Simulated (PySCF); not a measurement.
C5H4N (SMILES [c]1ccccn1), doublet, at a GFN2-xTB geometry, with bond 8-4 at 1.4 times its length; CASSCF(3,5)/STO-3G (PySCF).

Input for PySCF:
```python
from pyscf import gto, scf, mcscf
import numpy

mol = gto.M(
    atom='''
N    -0.009646    0.061766    1.393124
C     0.010521    0.055636   -1.321519
C     0.008431    1.160032    0.736522
C    -0.019021   -1.107854    0.767670
C    -0.009113   -1.142198   -0.616401
C     0.019967    1.266558   -0.639064
H     0.018514    0.049613   -2.403086
H    -0.040388   -2.357372    1.622064
H    -0.016590   -2.088167   -1.136254
H     0.035170    2.213512   -1.153731
''',
    basis='sto-3g',
    charge=0,
    spin=1,
    verbose=4,
)

mf = scf.ROHF(mol)
mf.kernel()
mc = mcscf.CASSCF(mf, 5, 3)
mc.fix_spin_(ss=0.75)
mc = mc.newton()
mc.kernel()
occ = numpy.linalg.eigvalsh(mc.fcisolver.make_rdm1(mc.ci, mc.ncas, mc.nelecas))[::-1]
ss = mc.fcisolver.spin_square(mc.ci, mc.ncas, mc.nelecas)[0]
print('natural occupations', occ.round(4), ' <S^2>', round(ss, 4))
```

Q: Predict the main parts of the log of this PySCF run.

A: 
```
PySCF version 2.14.0

[INPUT] verbose = 4
[INPUT] num. atoms = 10
[INPUT] num. electrons = 41
[INPUT] charge = 0
[INPUT] spin (= nelec alpha-beta = 2S) = 1
[INPUT] symmetry False subgroup None
[INPUT] Mole.unit = angstrom
[INPUT] Symbol           X                Y                Z      unit          X                Y                Z       unit  Magmom
[...]
nuclear repulsion = 197.232772849266
number of shells = 22
number of NR pGTOs = 102
number of NR cGTOs = 34
basis = sto-3g
ecp = {}

******** <class 'pyscf.scf.rohf.ROHF'> ********
method = ROHF
initial guess = minao
damping factor = 0
level_shift factor = 0
DIIS = <class 'pyscf.scf.diis.CDIIS'>
diis_start_cycle = 1
diis_space = 8
diis_damp = 0
SCF conv_tol = 1e-09
SCF conv_tol_grad = None
SCF max_cycles = 50
direct_scf = True
direct_scf_tol = 1e-13
num. doubly occ = 20  num. singly occ = 1
Set gradient conv threshold to 3.16228e-05
init E= -244.722631122954
[...]
cycle= 1 E= -242.813287824214  delta_E= 1.91  |g|= 0.359  |ddm|= 3.28
[...]
cycle= 2 E= -242.87910632434  delta_E= -0.0658  |g|= 0.172  |ddm|= 0.626
[...]
cycle= 3 E= -242.891603044711  delta_E= -0.0125  |g|= 0.0589  |ddm|= 0.23
[...]
cycle= 4 E= -242.894153987926  delta_E= -0.00255  |g|= 0.0147  |ddm|= 0.11
[...]
cycle= 5 E= -242.894409969531  delta_E= -0.000256  |g|= 0.00981  |ddm|= 0.0337
[...]
cycle= 6 E= -242.894506681228  delta_E= -9.67e-05  |g|= 0.0039  |ddm|= 0.0219
[...]
cycle= 7 E= -242.894521483348  delta_E= -1.48e-05  |g|= 0.0015  |ddm|= 0.0092
[...]
cycle= 8 E= -242.894523617273  delta_E= -2.13e-06  |g|= 0.000548  |ddm|= 0.00339
[...]
cycle= 9 E= -242.894523862696  delta_E= -2.45e-07  |g|= 0.000145  |ddm|= 0.00122
[...]
cycle= 10 E= -242.894523877691  delta_E= -1.5e-08  |g|= 5.28e-05  |ddm|= 0.000282
[...]
cycle= 11 E= -242.894523879537  delta_E= -1.85e-09  |g|= 1.73e-05  |ddm|= 9.79e-05
[...]
cycle= 12 E= -242.894523879666  delta_E= -1.3e-10  |g|= 2.92e-06  |ddm|= 2.83e-05
[...]
Extra cycle  E= -242.894523879671  delta_E= -4.09e-12  |g|= 1.32e-06  |ddm|= 4.48e-06
converged SCF energy = -242.894523879671

******** <class 'pyscf.mcscf.newton_casscf.CASSCF'> ********
CAS (2e+1e, 5o), ncore = 19, nvir = 10
max_cycle_macro = 50
max_cycle_micro = 10
conv_tol = 1e-07
conv_tol_grad = None
orbital rotation max_stepsize = 0.03
augmented hessian ah_max_cycle = 30
augmented hessian ah_conv_tol = 1e-12
augmented hessian ah_linear dependence = 1e-14
augmented hessian ah_level shift = 1e-08
augmented hessian ah_start_tol = 500
augmented hessian ah_start_cycle = 3
augmented hessian ah_grad_trust_region = 3
kf_trust_region = 3
kf_interval = 5
natorb = False
canonicalization = True
internal_rotation = False
******** <class 'pyscf.fci.addons.SpinPenaltyFCISolver'> ********
max. cycles = 50
conv_tol = 1e-08
davidson only = True
linear dependence = 1e-12
level shift = 0.001
max iter space = 12
nroots = 1
pspace_size = 400
spin = None

WARN: SO-CASSCF (Second order CASSCF) is an experimental feature. Its performance is bad for large systems.

CASCI E = -242.914857890623  dE = -242.91486  S^2 = 0.7500000
Set conv_tol_grad to 0.000316228
macro 1 (22 JK  17 micro), CASSCF E = -242.915516087053  dE = -0.0006582  |grad|=0.0246  S^2 = 0.7500000
macro 2 (21 JK  16 micro), CASSCF E = -242.916338595865  dE = -0.0008225  |grad|=0.0479  S^2 = 0.7500000
macro 3 (11 JK  7 micro), CASSCF E = -242.917506003389  dE = -0.001167  |grad|=0.0159  S^2 = 0.7500000
macro 4 (23 JK  18 micro), CASSCF E = -242.917920214266  dE = -0.0004142  |grad|=0.0145  S^2 = 0.7500000
macro 5 (18 JK  11 micro), CASSCF E = -242.917979541383  dE = -5.933e-05  |grad|=0.000285  S^2 = 0.7500000
macro 6 (8 JK  4 micro), CASSCF E = -242.917979616576  dE = -7.519e-08  |grad|=8.29e-05  S^2 = 0.7500000
newton CASSCF converged in 6 macro (18 KF 85 Hx) steps
CASSCF canonicalization
Density matrix diagonal elements [1.93613894e+00 9.99372238e-01 2.12922111e-02 4.25316111e-02
 6.64998419e-04]
CASSCF energy = -242.917979616576
CASCI E = -242.917979616576  E(CI) = -1.94276077838623  S^2 = 0.7500000
natural occupations [1.9373e+00 9.9940e-01 5.6200e-02 6.5000e-03 7.0000e-04]  <S^2> 0.75
```
